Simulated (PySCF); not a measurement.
Ga(Me)2(NH2) (C₂H₈GaN), SMILES [CH3][Ga]([CH3])[NH2]. Atoms are numbered in the order given.

```xyz
12

Ga     0.0000     0.0000    -0.0062
C      1.7628     0.0000    -0.9007
H      1.8682     0.8875    -1.5468
H      1.8682    -0.8875    -1.5468
H      2.5910     0.0000    -0.1750
C     -1.7628     0.0000    -0.9007
H     -1.8682     0.8875    -1.5468
H     -2.5910     0.0000    -0.1750
H     -1.8682    -0.8875    -1.5468
N      0.0000     0.0000     1.8206
H     -0.8374     0.0000     2.3968
H      0.8374     0.0000     2.3968
```
Charge 0, spin multiplicity 1.

Coordinates come from a TPSSh-D3(BJ)/def2-SVP optimisation. The isomer is the one that the SMILES or the coordinates give; other isomers of the formula were not compared. One conformer was computed; it need not be the lowest.

These are ωB97X/def2-TZVP in PySCF values and carry that method's errors.

ESP charges are fitted to the potential on shells at 1.4 to 2.0 van der Waals radii. Atomic charges (e):

```tsv
atom	ESP fit	IAO	Mulliken	Löwdin
Ga1	1.16	0.88	0.50	[?]
C2	-0.96	-0.73	-0.54	[?]
H3	0.20	0.15	0.13	[?]
H4	0.20	0.15	0.13	[?]
H5	0.22	0.15	0.12	[?]
C6	-0.96	-0.73	-0.54	[?]
H7	0.20	0.15	0.13	[?]
H8	0.22	0.15	0.12	[?]
H9	0.20	0.15	0.13	[?]
N10	-1.38	-0.81	-0.64	-0.31
H11	0.45	0.25	0.23	0.15
H12	0.45	0.25	0.23	0.15
```

Task: Complete the blanks. (Estimate from the structure and the level; the computed values follow.)

Result: 
- Ga1, Löwdin: 0.25
- C2, Löwdin: -0.50
- H3, Löwdin: 0.13
- H4, Löwdin: 0.13
- H5, Löwdin: 0.12
- C6, Löwdin: -0.50
- H7, Löwdin: 0.13
- H8, Löwdin: 0.12
- H9, Löwdin: 0.13
